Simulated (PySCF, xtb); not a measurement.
C3H5Cl2F, SMILES C[C@@H](F)C(Cl)Cl. Other conformers were not sampled.

Harmonic wavenumbers (cm⁻¹) from xtb with GFN2-xTB at its own minimum, in rising order: 60, 177, 184, 189, 249, 324, 452, 555, 700, 710, 871, 951, 1043, 1097, 1132, 1150, 1193, 1269, 1292, 1395, 1463, 1476, 2901, 2949, 3056, 3059, 3064.

Q: What does PBE-D3(BJ)/def2-SVP (PySCF) give at its own minimum? (The exact figures need the calculation; the answer reports its results.)

A: 77, 193, 206, 232, 270, 336, 462, 575, 714, 741, 844, 921, 1020, 1089, 1145, 1172, 1225, 1295, 1327, 1345, 1404, 1418, 2956, 2988, 3054, 3085, 3097. Paired by order, the mean absolute difference is 28 cm⁻¹ and the zero-point energies are 47.1 and 47.4 kcal/mol.
